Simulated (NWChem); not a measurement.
System: C3H2F2; SMILES C(=C=CF)F

Parts of the log:

```
             Northwest Computational Chemistry Package (NWChem) 7.3.0
             --------------------------------------------------------

                             Geometry "geometry" -> ""
                             -------------------------

 Output coordinates in angstroms (scale by  1.889725989 to convert to a.u.)

  No.       Tag          Charge          X              Y              Z
 ---- ---------------- ---------- -------------- -------------- --------------
    1 F                    9.0000    -2.20336900    -0.17686800     0.43010000
    2 C                    6.0000    -1.25565600     0.36423200    -0.32914600
    3 C                    6.0000     0.00000000     0.00000000    -0.28953700
    4 C                    6.0000     1.25565600    -0.36423200    -0.32914600
    5 F                    9.0000     2.20336900     0.17686800     0.43010000
    6 H                    1.0000    -1.64416600     1.14910200    -0.98842100
    7 H                    1.0000     1.64416600    -1.14910200    -0.98842100

 Effective nuclear repulsion energy (a.u.)     147.5906444796

                                 NWChem DFT Module
                                 -----------------

 Summary of "ao basis" -> "ao basis" (spherical)
 ------------------------------------------------------------------------------
       Tag                 Description            Shells   Functions and Types
 ---------------- ------------------------------  ------  ---------------------
 F                          def2-svp                 6       14   3s2p1d
 C                          def2-svp                 6       14   3s2p1d
 H                          def2-svp                 3        5   2s1p

 in cosmo_initialize ...
 calling solv_data for solv:methanol

 solvent parameters
 solvname_short: methanol
 solvname_long:  methanol
 dielec:       32.6130
 dielecinf:     1.7657
 nonaqueous SMD model solvent descriptors
 dielec:       32.6130
 sola:          0.4300
 solb:          0.4700
 solc:          0.0000
 solg:         31.7700
 solh:          0.0000
 soln:          1.3288

          ---------------
          -cosmo- solvent
          ---------------
 Cosmo: York-Karplus, doi: 10.1021/jp992097l
 dielectric constant -eps-     =  32.61
 screen = (eps-1)/(eps    )    =   0.96934
 surface charge correction     = lagrangian

   van der Waals surface
 --------------------------

 ---------- ATOMIC COORDINATES (A.U.) ------------ VDWR(ANG.) --
     1   -4.16376366   -0.33423206    0.81277115     1.730
     2   -2.37284578    0.68829868   -0.62199575     1.850
     3    0.00000000    0.00000000   -0.54714559     1.850
     4    2.37284578   -0.68829868   -0.62199575     1.850
     5    4.16376366    0.33423206    0.81277115     1.730
     6   -3.10702322    2.17148791   -1.86784485     1.200
     7    3.10702322   -2.17148791   -1.86784485     1.200
 number of segments per atom =        128
 number of   points per atom =        128
 atom (   nspa,  nppa )
 ----------------------
    1 (     85,     0 )       0
    2 (     49,     0 )       0
    3 (     54,     0 )       0
    4 (     49,     0 )       0
    5 (     85,     0 )       0
    6 (     55,     0 )       0
    7 (     55,     0 )       0
 number of -cosmo- surface points =      432
 molecular surface =    101.285 angstrom**2
 molecular volume  =     77.962 angstrom**3
 -lineq- algorithm             =   0
 -bem- low  level              =   3
 -bem- from -octahedral-
 gaussian surface charge width =   4.50000
 degree of switching           =   1.00000
 switching function tolerance  =   0.00010
 atomic radii =
 --------------
    1  9.000  1.730
    2  6.000  1.850
    3  6.000  1.850
    4  6.000  1.850
    5  9.000  1.730
    6  1.000  1.200
    7  1.000  1.200
 ...... end of -cosmo- initialization ......

 nat:                     7
 ixmem:                  2814
 calling mnsol_interface()
 G(SMD-CDS) energy (kcal/mol)  =     1.922
 SMD-CDS SASA (angstrom**2)    =   119.806

            General Information
            -------------------
          SCF calculation type: DFT
          Wavefunction type:  closed shell.
          No. of atoms     :     7
          No. of electrons :    38
           Alpha electrons :    19
            Beta electrons :    19
          Charge           :     0
          Spin multiplicity:     1
          Use of symmetry is: off; symmetry adaption is: off
          Maximum number of iterations: 150
          AO basis - number of functions:    80
                     number of shells:    36
          Convergence on energy requested:  1.00D-06
          Convergence on density requested:  1.00D-05
          Convergence on gradient requested:  5.00D-04

              XC Information
              --------------
                         PBE0 Method XC Functional
                     Hartree-Fock (Exact) Exchange  0.250
          PerdewBurkeErnzerhof Exchange Functional  0.750
            Perdew 1991 LDA Correlation Functional  1.000 local
           PerdewBurkeErnz. Correlation Functional  1.000 non-local

             Grid Information
             ----------------
          Grid used for XC integration:  medium
          Radial quadrature: Mura-Knowles
          Angular quadrature: Lebedev.
          Tag              B.-S. Rad. Rad. Pts. Rad. Cut. Ang. Pts.
          ---              ---------- --------- --------- ---------
          F                   0.50       49          11.0       434
          C                   0.70       49          10.0       434
          H                   0.35       45          11.0       434
          Grid pruning is: on
          Number of quadrature shells:   335
          Spatial weights used:  Erf1

      Superposition of Atomic Density Guess
      -------------------------------------

 Sum of atomic energies:        -312.45801234

      Non-variational initial energy
      ------------------------------

 Total energy =    -314.545015
 1-e energy   =    -723.222173
 2-e energy   =     261.086513
 HOMO         =      -0.299701
 LUMO         =       0.020878

   convergence    iter        energy       DeltaE   RMS-Dens  Diis-err
 ---------------- ----- ----------------- --------- --------- ---------
     COSMO gas phase
 d= 0,ls=0.0,diis     1   -314.4510623325 -4.62D+02  1.78D-02  7.89D-01
 d= 0,ls=0.0,diis     2   -314.4328562152  1.82D-02  9.02D-03  1.15D+00
 d= 0,ls=0.0,diis     3   -314.5437918328 -1.11D-01  1.29D-03  1.95D-02
 d= 0,ls=0.0,diis     4   -314.5454069679 -1.62D-03  4.64D-04  1.76D-03
 d= 0,ls=0.0,diis     5   -314.5455957587 -1.89D-04  1.60D-04  2.66D-04
  Resetting Diis
 d= 0,ls=0.0,diis     6   -314.5456253213 -2.96D-05  4.22D-05  2.32D-05
 d= 0,ls=0.0,diis     7   -314.5456277599 -2.44D-06  7.35D-06  1.13D-07
 d= 0,ls=0.0,diis     8   -314.5456277633 -3.37D-09  3.46D-06  9.42D-08

   convergence    iter        energy       DeltaE   RMS-Dens  Diis-err
 ---------------- ----- ----------------- --------- --------- ---------
     COSMO solvation phase
 d= 0,ls=0.0,diis     1   -314.5475973550 -1.97D-03  1.81D-03  2.66D-03
 d= 0,ls=0.0,diis     2   -314.5482870078 -6.90D-04  4.29D-04  9.36D-04
 d= 0,ls=0.0,diis     3   -314.5483509773 -6.40D-05  1.38D-04  2.95D-04
 d= 0,ls=0.0,diis     4   -314.5483776599 -2.67D-05  3.69D-05  1.00D-05
 d= 0,ls=0.0,diis     5   -314.5483787756 -1.12D-06  1.03D-05  6.14D-07
 d= 0,ls=0.0,diis     6   -314.5483788401 -6.45D-08  3.06D-06  1.17D-07

         Total DFT energy =     -314.548378840083
      One electron energy =     -725.641712640808
           Coulomb energy =      300.964917238333
    Exchange-Corr. energy =      -37.528264704629
 Nuclear repulsion energy =      147.590644479554

             COSMO energy =        0.066036787467

 Numeric. integr. density =       38.000000261495

                                COSMO-SMD solvation results
                                ---------------------------

             internal energy in gas <Psi(g)|H|Psi(g)> =      -314.545627763300
         internal energy in solvent <Psi(s)|H|Psi(s)> =      -314.544711103976
                               delta internal energy  =         0.000916659323 (    0.58 kcal/mol)
   total free energy in solvent <Psi(s)|H+V/2|Psi(s)> =      -314.551441357675
 polarization energy contribution <Psi(s)|V/2|Psi(s)> =        -0.006730253698 (   -4.22 kcal/mol)
    total free energy in solvent including G(SMD-CDS) =      -314.548378840083
                       G(SMD-CDS) energy contribution =         0.003062517592 (    1.92 kcal/mol)
     1 M fixed-concentration free energy of solvation =        -0.002751076784 (   -1.73 kcal/mol)

                       DFT Final Molecular Orbital Analysis
                       ------------------------------------

 Vector   17  Occ=2.000000D+00  E=-3.991065D-01
              MO Center= -9.6D-08,  7.0D-09,  5.1D-03, r^2= 4.6D+00
   Bfn.  Coefficient  Atom+Function         Bfn.  Coefficient  Atom+Function
  ----- ------------  ---------------      ----- ------------  ---------------
     5     -0.257560  1 F  py                61     -0.257560  5 F  py
     4      0.247911  1 F  px                60      0.247911  5 F  px
    32     -0.228182  3 C  px                71     -0.195526  6 H  s
    76      0.195526  7 H  s                  8      0.176134  1 F  py
    64      0.176134  5 F  py                 7     -0.172866  1 F  px

 Vector   18  Occ=2.000000D+00  E=-2.912979D-01
              MO Center=  1.7D-07, -2.2D-08, -1.9D-01, r^2= 2.4D+00
   Bfn.  Coefficient  Atom+Function         Bfn.  Coefficient  Atom+Function
  ----- ------------  ---------------      ----- ------------  ---------------
    34      0.416003  3 C  pz                37      0.296566  3 C  pz
    19      0.199216  2 C  py                47     -0.199217  4 C  py
    20      0.176841  2 C  pz                48      0.176841  4 C  pz
     5      0.161403  1 F  py                61     -0.161403  5 F  py
     8     -0.126744  1 F  py                64      0.126744  5 F  py

 Vector   19  Occ=2.000000D+00  E=-2.908749D-01
              MO Center= -1.7D-07,  2.1D-08, -2.5D-01, r^2= 2.4D+00
   Bfn.  Coefficient  Atom+Function         Bfn.  Coefficient  Atom+Function
  ----- ------------  ---------------      ----- ------------  ---------------
    33      0.406599  3 C  py                36      0.284910  3 C  py
    20      0.198197  2 C  pz                48     -0.198197  4 C  pz
     6      0.182956  1 F  pz                62     -0.182956  5 F  pz
    19      0.160491  2 C  py                47      0.160490  4 C  py
     9     -0.142214  1 F  pz                65      0.142214  5 F  pz

 Vector   20  Occ=0.000000D+00  E=-6.491118D-03
              MO Center=  5.0D-04, -1.7D-04, -2.0D-01, r^2= 2.9D+00
   Bfn.  Coefficient  Atom+Function         Bfn.  Coefficient  Atom+Function
  ----- ------------  ---------------      ----- ------------  ---------------
    36     -0.402187  3 C  py                23      0.391278  2 C  pz
    51     -0.391511  4 C  pz                33     -0.358379  3 C  py
    20      0.315401  2 C  pz                48     -0.315651  4 C  pz
    72      0.191668  6 H  s                 77     -0.191355  7 H  s
    35     -0.174279  3 C  px                22      0.173031  2 C  py

 Vector   21  Occ=0.000000D+00  E=-6.490790D-03
              MO Center= -5.0D-04,  1.7D-04, -3.6D-01, r^2= 2.9D+00
   Bfn.  Coefficient  Atom+Function         Bfn.  Coefficient  Atom+Function
  ----- ------------  ---------------      ----- ------------  ---------------
    37      0.431831  3 C  pz                34      0.367118  3 C  pz
    22     -0.352797  2 C  py                50      0.352525  4 C  py
    19     -0.291747  2 C  py                47      0.291485  4 C  py
    21     -0.206990  2 C  px                49      0.207099  4 C  px
    72      0.200214  6 H  s                 77      0.200513  7 H  s

 Vector   22  Occ=0.000000D+00  E= 1.218809D-01
              MO Center=  1.8D-07, -1.5D-07, -1.2D+00, r^2= 6.7D+00
   Bfn.  Coefficient  Atom+Function         Bfn.  Coefficient  Atom+Function
  ----- ------------  ---------------      ----- ------------  ---------------
    72     -1.456185  6 H  s                 77     -1.456185  7 H  s
    17      1.362412  2 C  s                 45      1.362412  4 C  s
    31     -0.816564  3 C  s                 23     -0.394536  2 C  pz
    51     -0.394536  4 C  pz                16      0.313819  2 C  s
    44      0.313819  4 C  s                 22      0.311564  2 C  py

     Multipole analysis of the density
     ---------------------------------

     L   x y z        total         alpha         beta         nuclear
     -   - - -        -----         -----         ----         -------
     0   0 0 0     -0.000000    -19.000000    -19.000000     38.000000

     1   1 0 0     -0.000000     -0.000000     -0.000000      0.000000
     1   0 1 0      0.000000      0.000000      0.000000      0.000000
     1   0 0 1     -0.783549     -0.465459     -0.465459      0.147368

     2   2 0 0    -21.245935   -210.091293   -210.091293    398.936652
     2   1 1 0     -3.019702      2.511402      2.511402     -8.042507
     2   1 0 1     -0.000000     -0.000000     -0.000000      0.000000
     2   0 2 0    -18.737232    -17.931906    -17.931906     17.126580
     2   0 1 1      0.000000      0.000000      0.000000      0.000000
     2   0 0 2    -19.494898    -22.401043    -22.401043     25.307188
```

Level: PBE0/def2-SVP, SMD on the gas-phase geometry. Coordinates come from a PBE0/def2-SVP optimisation. Solvent: methanol.

**Question.** Which NWChem input produces such a log?

**Answer.** Several could match; the one computed here: the input that was run:
```
start job
memory heap 200 mb stack 900 mb global 1100 mb
geometry units angstroms noautosym nocenter noautoz
  F     -2.203369    -0.176868     0.430100
  C     -1.255656     0.364232    -0.329146
  C      0.000000     0.000000    -0.289537
  C      1.255656    -0.364232    -0.329146
  F      2.203369     0.176868     0.430100
  H     -1.644166     1.149102    -0.988421
  H      1.644166    -1.149102    -0.988421
end
basis spherical
  F library def2-svp
  C library def2-svp
  H library def2-svp
end
dft
  xc pbe0
  iterations 150
end
cosmo
  do_cosmo_smd true
  solvent methanol
end
task dft energy
```
